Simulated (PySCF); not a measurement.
# Telling isomers of C$_{5}$H$_{12}$Si$_{2}$ apart by NMR

Computed data (PySCF): GIAO PBE0/pcSseg-1 shieldings, GFN2-xTB geometry. Non-relativistic Hamiltonian, a single conformation, isolated molecule, one averaged value for each set of equivalent atoms.

Chemical shifts δ = σref − σ; 1H (σ = 31.72 ppm) and 13C (σ = 186.93 ppm) vs TMS, all at this level. Where no couplings were computed, multiplicities follow the n + 1 count of equivalent neighbours, and m marks all less simple cases (inequivalent or close neighbours, rings, F or P nearby). Shifts are as computed. Against solution values, carbons near 30 ppm lie about +3 ppm off and those near 130 ppm about +5 ppm. Of 1211 compounds with measured shifts, 218 miss one by over three times the rms of a fit or turn the order of signals round; such compounds aren't used in these exercises.

(1) Tabulate the signals of `[SiH3]CCC1=C[SiH2]C1`, `C#CCC(C)([SiH3])[SiH3]`, `C#CC[Si](C)(C)[SiH3]` and their relative energies.

(2) What is the quickest way to tell C#CCC(C)([SiH3])[SiH3] from C#CC[Si](C)(C)[SiH3]?

(3) What is the quickest way to tell [SiH3]CCC1=C[SiH2]C1 from C#CC[Si](C)(C)[SiH3]?

(4) What is the quickest way to tell [SiH3]CCC1=C[SiH2]C1 from C#CCC(C)([SiH3])[SiH3]?

## Answers

(1) 
| SMILES | carbon types | δC | δH | E rel. (kcal/mol) |
| --- | --- | --- | --- | --- |
| [SiH3]CCC1=C[SiH2]C1 | 1×C 1×CH 3×CH2 | 180.6, 131.4, 38.5, 19.0, 11.7 | 5.69 (t, 1H), 4.82 (m, 2H), 3.88 (t, 3H), 2.23 (t, 2H), 1.90 (m, 2H), 0.97 (m, 2H) | 0.0 |
| C#CCC(C)([SiH3])[SiH3] | 2×C 1×CH 1×CH2 1×CH3 | 86.1, 79.6, 28.6, 21.5, 8.4 | 3.87 (s, 6H), 2.49 (d, 2H), 1.62 (t, 1H), 1.40 (s, 3H) | 27.4 |
| C#CC[Si](C)(C)[SiH3] | 1×C 1×CH 1×CH2 2×CH3 | 86.5, 73.7, 8.3, -0.8 | 3.37 (s, 3H), 1.74 (d, 2H), 1.31 (t, 1H), 0.27 (s, 6H) | 0.9 |

Energies are electronic energies at PBE0/pcSseg-1 on these geometries, without zero-point or thermal terms, each for the one conformer computed, which needn't be the lowest.

(2) Count the carbon signals: 5 against 4. The first has a fully substituted sp3 carbon bonded to 2 Si (C) at 8.4 ppm, the second a methyl carbon bonded to Si (CH3) at -0.8 ppm. Their most deshielded carbons lie at 86.1 and 86.5 ppm. In the proton spectra the most deshielded non-exchanging signals are 3.87 (s, 6H) and 3.37 (s, 3H).

(3) Count the carbon signals: 5 against 4. The first has a fully substituted alkene carbon (C) at 180.6 ppm, the second an alkyne carbon (C) at 86.5 ppm. In the proton spectra the most deshielded non-exchanging signals are 5.69 (t, 1H) and 3.37 (s, 3H).

(4) Both give the same number of carbon signals, but DEPT or the intensities differ. The first has a fully substituted alkene carbon (C) at 180.6 ppm, the second an alkyne carbon (C) at 86.1 ppm. In the proton spectra the most deshielded non-exchanging signals are 5.69 (t, 1H) and 3.87 (s, 6H).
